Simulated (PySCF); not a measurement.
The group X on silaethenyl-X is varied. All species are isolated molecules in the gas phase. One relaxed conformer stands for each flexible species; it need not be the lowest. Strings in code marks are SMILES.

Level of theory: PBE-D3(BJ)/def2-TZVP // PBE0-D3(BJ)/def2-TZVP (PySCF). All candidates: neutral, multiplicity 1. Excitations are Tamm–Dancoff values on a coarser integration grid. The basis has no diffuse functions, so Rydberg states are missing or too high.

```
Quantity                Value
-------------------  --------
LUMO                 -3.82 eV
HOMO–LUMO gap         2.23 eV
T1 excitation (TDA)   1.58 eV
```

Problem. Name which member has these values.
(A) `C=[SiH]C`
(B) `B[SiH]=C`
(C) `C=[SiH]CC` (C–Si–C–C torsion 1°)
(D) `C=[SiH]SC` (C–Si–S–C torsion 0°)

Solution. B, `B[SiH]=C`. The others give `C=[SiH]SC` (C–Si–S–C torsion 0°): -1.51 eV, 3.62 eV, 2.93 eV; `C=[SiH]C`: -1.50 eV, 3.77 eV, 2.89 eV; `C=[SiH]CC` (C–Si–C–C torsion 1°): -1.46 eV, 3.78 eV, 2.91 eV
